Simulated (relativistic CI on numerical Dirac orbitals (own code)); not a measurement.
## Level scheme of Pt53+

Calculated at this level of theory: Dirac-Coulomb-Breit CI, orbitals from a KLI potential per configuration, a model potential for QED, unscaled Slater integrals (own radial code, finite nucleus).

CI space (outside the closed core [Ne]): 3s2.3p6.3d7, 3s2.3p5.3d8, 3s2.3p4.3d9, 3s.3p6.3d8, 3p6.3d9, 3s.3p5.3d9, 3s2.3p6.3d6.4s, 3s2.3p6.3d6.4p, 3s2.3p4.3d8.4s, 3s2.3p6.3d6.4d, 3s2.3p4.3d8.4p, 3s2.3p5.3d7.4s, 3s2.3p6.3d6.4f, 3s2.3p4.3d8.4d, 3s.3p5.3d8.4s, 3s2.3p5.3d7.4p, 3s.3p5.3d8.4p, 3s2.3p5.3d7.4d, 3s2.3p6.3d5.4s2, 3s.3p5.3d8.4d, 3s.3p6.3d7.4s, 3p6.3d8.4s, 3s2.3p5.3d7.4f, 3s2.3p6.3d5.4s.4p, 3p6.3d8.4p, 3s2.3p6.3d6.5s, 3s.3p6.3d7.4p, 3s2.3p6.3d5.4p2, 3s2.3p6.3d6.5p, 3s2.3p5.3d6.4s2, 3p6.3d8.4d, 3s2.3p6.3d6.5d, 3s2.3p6.3d6.5f, 3s.3p6.3d6.4s2, 3s2.3p5.3d7.5s, 3s2.3p6.3d6.6s. Levels of other configurations are missing.

The lowest level is 3s2.3p6.3d7 4F_9/2, with 57 % of that term; Hund's rules for 3s2.3p6.3d7 give 4F with J = 9/2, in agreement.

```csv
No.,Configuration,Term,J,E (Ry),%,Next component (%),Landé g
1,3s2.3p6.3d7,4F,9/2,0.0000,57,37 2G,1.213
2,3s2.3p6.3d7,2P,3/2,1.0182,49,28 2D,1.204
3,3s2.3p6.3d7,2D,5/2,1.6042,52,23 4P,1.211
4,3s2.3p6.3d7,4F,7/2,6.2674,84,15 2G,1.172
5,3s2.3p6.3d7,4F,9/2,6.7947,37,36 2H,1.108
6,3s2.3p6.3d7,4P,3/2,7.0685,36,30 2D,1.023
7,3s2.3p6.3d7,4P,5/2,7.2498,57,21 4F,1.371
8,3s2.3p6.3d7,2P,1/2,7.3379,50,50 4P,1.648
9,3s2.3p6.3d7,2H,11/2,7.4557,100,,1.078
10,3s2.3p6.3d7,2F,7/2,8.0340,56,41 2G,1.030
11,3s2.3p6.3d7,2F,5/2,8.3850,61,31 2D,1.001
12,3s2.3p6.3d7,2D,3/2,9.8522,89,6 2P,0.805
13,3s2.3p6.3d7,4F,5/2,13.1025,65,30 2D,1.086
14,3s2.3p6.3d7,4P,3/2,13.4386,38,35 4F,1.139
15,3s2.3p6.3d7,2H,9/2,13.7948,57,37 2G,0.995
16,3s2.3p6.3d7,4P,1/2,13.8804,50,50 2P,1.664
17,3s2.3p6.3d7,2G,7/2,14.0307,44,43 2F,1.029
18,3s2.3p6.3d7,2D,5/2,16.0262,67,22 2F,1.154
19,3s2.3p6.3d7,2D,3/2,20.4318,51,26 4F,0.831
20,3s2.3p5.3d8,4G°,11/2,33.3566,90,10 2H°,1.242
21,3s2.3p5.3d8,2D°,5/2,34.2932,57,18 2F°,1.188
22,3s2.3p5.3d8,2F°,7/2,34.3935,55,37 4D°,1.223
23,3s2.3p5.3d8,4F°,9/2,34.9004,58,35 2G°,1.218
24,3s2.3p5.3d8,2P°,1/2,35.8315,50,33 2S°,1.236
25,3s2.3p5.3d8,4D°,7/2,36.9057,47,37 2F°,1.256
26,3s2.3p5.3d8,2P°,3/2,36.9573,55,17 4D°,1.254
27,3s2.3p5.3d8,2D°,5/2,37.1248,55,15 2F°,1.182
28,3s2.3p5.3d8,2P°,3/2,37.7675,42,25 2D°,1.268
29,3s2.3p5.3d8,4G°,9/2,40.3050,66,24 2G°,1.150
30,3s2.3p5.3d8,4D°,7/2,40.7532,33,33 4F°,1.226
```

Energies count from the lowest computed level; ° marks odd parity.

The mean weight of the leading LS term, summed over parents, in these 30 levels is 57 %, and that of the leading jj configuration (from the same eigenvectors) 99 %, so jj coupling describes them better and the LS labels are nominal.

At this charge energies of transitions that change n are usually good to better than 1 %, and those within a shell (Δn = 0) to a few per cent.

LS names give the leading component of a level, which can be under half, so a name can repeat, a term be missing and a line seem to break the LS rules.
